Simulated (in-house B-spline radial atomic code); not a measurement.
Ionisation energies with and without relativity, with size and susceptibility from the Dirac run. Dirac energy differences include first-order Breit, QED and recoil terms. NIST's values go from ground level to ground level; the uncertainty of those that are theory runs from under 0.1 % in few-electron ions to several per cent in heavy many-electron ones. Computed with a B-spline radial code for spherical atoms: non-relativistic Hartree-Fock and Dirac-Hartree-Fock, averages of the configuration (point nuclei without relativity, finite nuclei with it).

```tsv
ion	configuration	configuration after	ionisation non-relativistic (eV)	ionisation Dirac Breit and QED (eV)	tabulated value (eV)	tabulated kind	radius at density 0.001 (bohr)	diamagnetic susceptibility (10⁻⁶ cm³/mol)
F6+	[He] 2s1	1s2	184.86	185.04	185.1868	measured	1.731	-0.62147
Ne6+	[He] 2s2	[He] 2s1	?	?	?	measured	?	?
Mg6+	[He] 2s2 2p2	[He] 2s2 2p1	222.37	222.42	225.02	semi-empirical	1.653	-1.3008
Al6+	[He] 2s2 2p3	[He] 2s2 2p2	236.50	236.55	241.76	semi-empirical	1.612	-1.3976
Si6+	[He] 2s2 2p4	[He] 2s2 2p3	?	?	?	semi-empirical	?	?
P6+	[He] 2s2 2p5	[He] 2s2 2p4	265.18	265.23	263.57	semi-empirical	1.537	-1.5173
S6+	[He] 2s2 2p6	[He] 2s2 2p5	279.74	279.79	280.954	measured	1.502	-1.5514
Cl6+	[Ne] 3s1	[He] 2s2 2p6	113.36	113.69	114.2013	measured	2.35	-2.7889
Ar6+	[Ne] 3s2	[Ne] 3s1	121.86	122.26	124.41	semi-empirical	2.398	-3.7089
```

(1) Fill in the row of Ne6+.

(2) Fill in the row of Si6+.

Results:

(1) ionisation non-relativistic (eV): 203.54; ionisation Dirac Breit and QED (eV): 203.79; tabulated value (eV): 207.271; radius at density 0.001 (bohr): 1.739; diamagnetic susceptibility (10⁻⁶ cm³/mol): -0.98742.

(2) ionisation non-relativistic (eV): 250.77; ionisation Dirac Breit and QED (eV): 250.82; tabulated value (eV): 246.57; radius at density 0.001 (bohr): 1.574; diamagnetic susceptibility (10⁻⁶ cm³/mol): -1.4676.
